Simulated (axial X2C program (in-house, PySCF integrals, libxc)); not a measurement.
## Working with the constants of BTe⁻

A bond curve at the PBE0 level, with spin–orbit coupling, was computed with an in-house all-electron X2C program for linear molecules (integrals from PySCF) (basis Te dyall-acv3z [12s13p9d5f1g], B dyall-av3z [8s7p3d2f] (cores contracted in-house)) for the state Ω = 0 (closed shell). Its fit gives Re = 2.0668 Å, ωe = 663.7 cm⁻¹, ωexe = 2.89 cm⁻¹ and αe = 2.618e-03 cm⁻¹; the masses are 129.9062 and 11.0093 u. Two-component means X2C with spin–orbit coupling and atomic mean-field Coulomb and Gaunt terms.

Question: Find the reduced mass, Be and the force constant.

Answer: From the PBE0 values: μ = 10.1492 u. Be = 16.8576/(μ Re²) = 0.3888 cm⁻¹. k = 5.8918×10⁻⁷ μ ωe² = 2.63 mdyn/Å.

Question: Estimate De from a Morse curve and compare with the computed well depth of 4.074 eV to Te- + B.

Answer: De(Morse) = ωe²/(4ωexe) = 4.724 eV against 4.074 eV computed, a ratio of 1.16. The extrapolation overshoots: the well softens faster than a Morse curve, or the lowest atomic limit lies below the one to which the curve heads.

Question: Where do the fundamental and the first overtone lie?

Answer: ν(1←0) = ωe − 2ωexe = 657.9 cm⁻¹; ν(2←0) = 2ωe − 6ωexe = 1310.1 cm⁻¹.

Question: Estimate the centrifugal constant by the Kratzer relation.

Answer: D = 4Be³/ωe² = 5.34e-07 cm⁻¹.

Question: A Morse curve ties αe to the other constants (Pekeris). How well does that hold?

Answer: αe(Morse) = 6Be²/ωe × (√(ωexe/Be) − 1) = 2.359e-03 cm⁻¹; the PBE0 curve gives 2.618e-03 cm⁻¹, a ratio of 0.90.

The state is one determinant whose occupation by symmetry is held fixed; it was picked as the lowest of a PBE0 search that is not exhaustive. Dissociation energies refer to the lowest single-determinant-based atoms at the same level and basis. The 2c atoms are single determinants rather than J levels; their spin–orbit lowering is only partly caught, and De is too large by that part. This holds for PBE0. The functionals have no current-density term, which raises determinants with orbital currents, atoms included.
